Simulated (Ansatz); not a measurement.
# Which is lower?

The two ends of one reaction step of BNH₄SF₂, closed shell (PBE0-D4/def2-TZVP).

A:

| atom | x (Å) | y (Å) | z (Å) |
| --- | --- | --- | --- |
| B1 | -0.6516 | -0.3291 | -0.0269 |
| N2 | 0.5272 | 0.7361 | -0.5312 |
| F3 | -0.4341 | -1.4367 | -0.8047 |
| F4 | -1.8144 | 0.3424 | -0.3017 |
| H5 | 0.4583 | 1.5969 | 0.0027 |
| S6 | -0.4140 | -0.5953 | 1.8443 |
| H7 | 0.4127 | 0.9446 | -1.5209 |
| H8 | 1.4494 | 0.3406 | -0.3786 |
| H9 | 0.4664 | -1.5994 | 1.7170 |

B:

| atom | x (Å) | y (Å) | z (Å) |
| --- | --- | --- | --- |
| B1 | -0.8068 | -0.2957 | -1.2257 |
| N2 | 0.1879 | 0.6535 | -1.0333 |
| F3 | -1.0906 | -1.1981 | -0.2823 |
| F4 | -1.5191 | -0.3516 | -2.3473 |
| H5 | 0.3149 | 0.4972 | 2.8043 |
| S6 | 1.3079 | -0.2056 | 2.2381 |
| H7 | 0.4204 | 1.3357 | -1.7315 |
| H8 | 0.7302 | 0.6920 | -0.1840 |
| H9 | 0.4551 | -1.1274 | 1.7616 |

Ansatz 0.2.0; basis: def2-TZVPP; cores frozen in the correlated methods. B3LYP uses VWN-RPA correlation.

Which structure is lower at CCSD(T), and by how much? (Judge from chemistry; the value comes from the calculation.)

Computed: A, by 0.027 eV (electronic energy, against the other); a gap this small isn't resolved in one triple-zeta basis. By their contacts, A is BNH₄SF₂ ([NH3][B]([F])([F])[SH]) and B is a complex of BNH₂F₂ ([NH2][B]([F])[F]) + H₂S.

Do the other methods give the same order? (A judgement: the text doesn't fix the answer.)

By the calculation: Not all: BLYP-D4, B97M-V, B3LYP-D4, BHLYP-D4, CAM-B3LYP-D4, B2PLYP, RPA on PBE, HF, CCSD give the other order.

```csv
method,E(B) − E(A) (eV)
SPW92,0.263
PBE-D4,0.070
BLYP-D4,-0.123
r2SCAN-D4,0.078
B97M-V,-0.010
PBE0-D4,0.093
B3LYP-D4,-0.095
r2SCAN0-D4,0.086
BHLYP-D4,-0.081
CAM-B3LYP-D4,-0.071
wB97X-V,0.052
wB97M-V,0.022
B2PLYP,-0.075
PBE-QIDH,0.112
RPA on PBE,-0.005
HF,-0.308
MP2,0.074
CCSD,-0.023
CCSD(T),0.027
```

The T1 diagnostic stays at or below 0.012.

Labels in which every atom is bracketed show which atoms are joined, not bond orders.

For scale, one of the runs: CCSD(T)/def2-TZVPP, 222 basis functions, launched by `ansatz run in.yaml --threads 4 --pin off --events-out ev --progress --plain --max-ram 9574MiB`. Time: 75 s of wall clock on 4 CPU threads of an Arm Neoverse V2; the host was shared. Peak host memory: 3.7 GiB.
